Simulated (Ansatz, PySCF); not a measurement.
2-bromo-1,1-difluoroethane (C2H3BrF2), SMILES FC(F)CBr. Atoms are numbered in the order given.

```xyz
8

F     -1.7896    -0.5144     0.7893
C     -1.3753     0.4404    -0.0618
F     -2.1486     1.5339     0.1283
C      0.0545     0.8294     0.2284
Br     1.2717    -0.6208    -0.1311
H     -1.5186     0.0794    -1.0953
H      0.1480     1.1043     1.2871
H      0.3445     1.6779    -0.4030
```
Charge 0, spin multiplicity 1.

The structure is a stationary point at PBE0-D3(BJ)/def2-SVP. The values are those of a single conformer.

Two levels are set side by side: PBE-D3(BJ)/def2-SVP (Ansatz, a program for electronic structure) and PBE0-D3(BJ)/def2-SVP (Ansatz). Each level has its own optimised geometry; the coordinates shown are those of the second. Frequencies come from the Hessian of PySCF at each geometry. Differences are taken from unrounded values.

| quantity | PBE0-D3(BJ) |
|---|---|
| mean bond length (Å) | 1.348 |
| bond F1–C2 (Å) | 1.345 |
| bond C2–F3 (Å) | 1.353 |
| bond C2–C4 (Å) | 1.510 |
| bond C4–Br5 (Å) | 1.927 |
| bond C2–H6 (Å) | 1.104 |
| bond C4–H7 (Å) | 1.098 |
| bond C4–H8 (Å) | 1.097 |
| highest harmonic wavenumber (cm⁻¹) | 3211 |
| mean harmonic wavenumber (cm⁻¹) | 1265 |
| zero-point energy (kcal/mol) | 32.56 |

Problem. What does PBE-D3(BJ) give, and how far is it from PBE0-D3(BJ)? (Estimate from the structure and the level; the computed values follow.)

Solution. 
```tsv
quantity	PBE-D3(BJ)	PBE-D3(BJ) minus PBE0-D3(BJ)
mean bond length (Å)	1.361	0.013
bond F1–C2 (Å)	1.361	0.016
bond C2–F3 (Å)	1.371	0.018
bond C2–C4 (Å)	1.519	0.009
bond C4–Br5 (Å)	1.948	0.021
bond C2–H6 (Å)	1.114	0.010
bond C4–H7 (Å)	1.106	0.008
bond C4–H8 (Å)	1.105	0.008
highest harmonic wavenumber (cm⁻¹)	3116	-95
mean harmonic wavenumber (cm⁻¹)	1214	-51
zero-point energy (kcal/mol)	31.25	-1.31
```

GGA bonds tend to be longer and softer than those of functionals with exact exchange. Differences between two approximate levels are no errors against the true value.
